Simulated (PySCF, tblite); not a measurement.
Potential energy surface of H3Sb, singlet: umbrella (inversion) coordinate, bond length relaxed. Scanned: angle between the Sb-H bonds and the threefold axis (90 = planar). Other coordinates (Sb-H bond length) were minimised at PBE0/def2-TZVP. Each profile is relative to its own lowest point.

```json
[
 {"a / °": "90", "A": "1.851", "B": "1.970", "C": "2.090"},
 {"a / °": "93", "A": "1.811", "B": "1.918", "C": "2.050"},
 {"a / °": "96", "A": "1.696", "B": "1.770", "C": "1.921"},
 {"a / °": "99", "A": "1.513", "B": "1.548", "C": "1.702"},
 {"a / °": "102", "A": "1.281", "B": "1.282", "C": "1.428"},
 {"a / °": "105", "A": "1.021", "B": "1.003", "C": "1.140"},
 {"a / °": "108", "A": "0.759", "B": "0.735", "C": "0.866"},
 {"a / °": "111", "A": "0.519", "B": "0.495", "C": "0.620"},
 {"a / °": "114", "A": "0.315", "B": "0.295", "C": "0.409"},
 {"a / °": "117", "A": "0.157", "B": "0.143", "C": "0.238"},
 {"a / °": "120", "A": "0.051", "B": "0.043", "C": "0.110"},
 {"a / °": "123", "A": "0.000", "B": "0.000", "C": "0.029"},
 {"a / °": "126", "A": "0.006", "B": "0.015", "C": "0.000"},
 {"a / °": "129", "A": "0.070", "B": "0.091", "C": "0.027"},
 {"a / °": "132", "A": "0.192", "B": "0.228", "C": "0.118"}
]
```

Energies in eV.

Task: Assign the columns to these levels of theory: GFN2-xTB, 300 K electronic temperature run with tblite 0.5.0; PySCF with restricted B3LYP/3-21G; wB97X-V/def2-TZVP, def2 effective core potentials past Kr (PySCF).

Result: A is RKS-B3LYP/3-21G; B is wB97X-V; C is GFN2-xTB.
